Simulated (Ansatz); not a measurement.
One geometry of Be₇O₇, several levels of theory.

```yaml
crystal:
  periodic: [false, false, false]
  atoms:
    - {symbol: Be, position_ang: [-3.067622, -0.225423, 0.080812]}
    - {symbol: Be, position_ang: [2.665883, 1.535474, -0.098850]}
    - {symbol: Be, position_ang: [-1.736017, -2.541837, 0.098558]}
    - {symbol: Be, position_ang: [-2.090171, 2.260462, 0.005938]}
    - {symbol: Be, position_ang: [2.862111, -1.129248, -0.053472]}
    - {symbol: Be, position_ang: [0.903811, -2.944427, 0.037469]}
    - {symbol: Be, position_ang: [0.462051, 3.044987, -0.070414]}
    - {symbol: O, position_ang: [3.261897, 0.239520, -0.091318]}
    - {symbol: O, position_ang: [-2.835126, -1.632596, 0.106092]}
    - {symbol: O, position_ang: [1.846735, 2.703321, -0.098293]}
    - {symbol: O, position_ang: [2.223009, -2.403817, -0.010424]}
    - {symbol: O, position_ang: [-3.043785, 1.200494, 0.049295]}
    - {symbol: O, position_ang: [-0.961427, 3.131632, -0.037345]}
    - {symbol: O, position_ang: [-0.491337, -3.238533, 0.081962]}
basis:
  gaussian: {orbitals: def2-TZVP, initial_orbitals: start.molden}
hamiltonian: {xc: r2scan, dispersion: d4}
scf: {omitted_lower_state_checks: [starts]}
output: {orbitals: {seedname: orbitals}}
```

The file start.molden holds the orbitals of an earlier run on this structure, at another level or in another basis.

```sh
$ ansatz run in.yaml --threads 4 --pin off --events-out ev --progress --plain --max-ram 4787MiB
```

Output, abridged:

```
Functional definition: r2SCAN
2044 factors; their error is unknown
mean field evaluation 1: about -17160.4185 eV, gradient 7.0e0 eV
mean field evaluation 2: about -17160.4698 eV, gradient 5.8e-2 eV
mean field evaluation 4: about -17160.4547 eV, gradient 6.2e-5 eV
mean field -17160.45474542 eV, -630.6350801202 hartree, gradient 1.7e-5 eV, S^2 0.000000; 0 other end points of the search recorded, 0 dependent functions left out
reference -17160.45478113 eV, -630.6350814327 hartree; 42, 42 occupied and 308, 308 virtual orbitals, 2044 factors
Total energy: -17160.56044766 eV, -630.6389646057 hartree
Checks for a lower state left out: starts
```

Run time 8 s (4 threads of Arm Neoverse V2 on a shared host), peak host memory 0.65 GiB.

The first input with `gaussian: {orbitals: def2-SVP, initial_orbitals: start.molden}`, `hamiltonian: {xc: pbe, dispersion: d4}` (abridged; 2.1 s):

```
Functional definition: PBE
mean field -17127.42924850 eV, -629.4214154937 hartree, gradient 1.0e-5 eV, S^2 0.000000
Total energy: -17127.78194849 eV, -629.4343769795 hartree
Checks for a lower state left out: starts
```

The first input with `gaussian: {orbitals: STO-3G}`, `hamiltonian: {xc: hf}` (abridged; 0.55 s):

```
Functional definition: HF
a density is far from that of the atoms, so the factors are made again for it
mean field evaluation 16: about -16847.6316 eV, gradient 5.8e0 eV
mean field -16847.73985021 eV, -619.1430196871 hartree, gradient 6.6e-5 eV, S^2 0.000000
Total energy: -16847.73985021 eV, -619.1430196871 hartree
Checks for a lower state left out: starts
```

As the first input, with `hamiltonian: {xc: pbe}`, `correlation: {method: rpa}` and without the key `output` (abridged; 15 s):

```
Functional definition: PBE
mean field -17147.80763793 eV, -630.1703074926 hartree, gradient 5.9e-6 eV, S^2 0.000000
7 core orbitals not correlated: weight in the atoms' cores, before any rotation towards them, 1.000 or more for the frozen orbitals, at most 0.000 for the correlated occupied ones
Total energy: -17164.81693695 eV, -630.7953877019 hartree
Checks for a lower state left out: starts
```

First input, but with `hamiltonian: {xc: {name: r2SCANh}, dispersion: d4}` (abridged; 11 s):

```
Functional definition: r2SCANh
mean field -17159.50243365 eV, -630.6000833081 hartree, gradient 1.2e-5 eV, S^2 0.000000
Total energy: -17159.61445214 eV, -630.6041999117 hartree
Checks for a lower state left out: starts
```

The first input with `hamiltonian: {xc: {name: CAM-B3LYP}, dispersion: d4}` (abridged; 9 s):

```
Functional definition: CAM-B3LYP
mean field -17163.09757027 eV, -630.7322021419 hartree, gradient 9.4e-6 eV, S^2 0.000000
Total energy: -17163.41137648 eV, -630.7437343074 hartree
Checks for a lower state left out: starts
```

First input, but with `hamiltonian: {xc: pbe, dispersion: d4}`, `output: {forces: true, orbitals: {seedname: orbitals}}` (abridged; 5 s):

```
Functional definition: PBE
mean field -17147.80763684 eV, -630.1703074525 hartree, gradient 1.8e-5 eV, S^2 0.000000
Total energy: -17148.16035745 eV, -630.1832696958 hartree
Atom 0 force     0.071653     0.005294    -0.001496 eV/Å
Atom 1 force    -0.062110    -0.035999     0.002085 eV/Å
Atom 2 force     0.040551     0.059715    -0.003090 eV/Å
Atom 3 force     0.048753    -0.053096     0.000467 eV/Å
Atom 4 force    -0.066640     0.026505     0.001788 eV/Å
Atom 5 force    -0.021013     0.069240    -0.001141 eV/Å
Atom 6 force    -0.010637    -0.071494     0.001108 eV/Å
Atom 7 force     0.295706     0.021670    -0.008372 eV/Å
Atom 8 force    -0.257317    -0.147951     0.009805 eV/Å
Atom 9 force     0.167504     0.245194    -0.008588 eV/Å
Atom 10 force     0.201528    -0.218107    -0.001079 eV/Å
Atom 11 force    -0.276153     0.108800     0.004048 eV/Å
Atom 12 force    -0.087337     0.284083    -0.003452 eV/Å
Atom 13 force    -0.044489    -0.293852     0.007917 eV/Å
Dipole moment:     0.000069    -0.000026     0.000044 e Å
Checks for a lower state left out: starts
```

Geometry: PBE0-D4/def2-SVP.

Correlated methods freeze 7 core orbitals. Another isomer (singlet) lies 0.20 eV lower at PBE0-D4/def2-TZVP; other spin states weren't run for this one.
